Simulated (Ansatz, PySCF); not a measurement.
C4H2BrF, SMILES C#C/C=C(\F)Br.

Coordinates come from a PBE-D3(BJ)/def2-SVP optimisation. The structure was generated by enumeration; whether it is a known compound was not checked.

Vertical ionisation energy (IE) and electron affinity (EA) in eV. Rows of orbital energies are one-electron estimates. Where ΔSCF, EOM or ADC give a negative EA the extra electron is unbound and the value depends on the basis.

```csv
level,IE,EA
"−ε(HOMO), −ε(LUMO), HF/def2-TZVP (PySCF)",9.35,-2.33
"−ε(HOMO), −ε(LUMO), PBE/def2-TZVP (PySCF)",5.96,2.21
"ΔSCF, PBE0/def2-SVPD (Ansatz), final states of multiplicity 2 and 2",…,…
"ΔSCF, PBE/def2-SVPD (Ansatz), final states of multiplicity 2 and 2",8.84,-0.36
```

Fill in the missing entries. (Estimate from the structure and the level; the computed values follow.)


- ΔSCF, PBE0/def2-SVPD (Ansatz, a program for electronic structure), final states of multiplicity 2 and 2, IE: 9.04
- ΔSCF, PBE0/def2-SVPD (Ansatz), final states of multiplicity 2 and 2, EA: -0.33

What vertical singlet–triplet gap does ΔSCF give with PBE0/def2-SVPD (Ansatz) and with PBE/def2-SVPD (Ansatz)? (An estimate is asked for; the answer gives what the named calculation found.)

3.10 and 3.12 eV (triplet above singlet where positive).
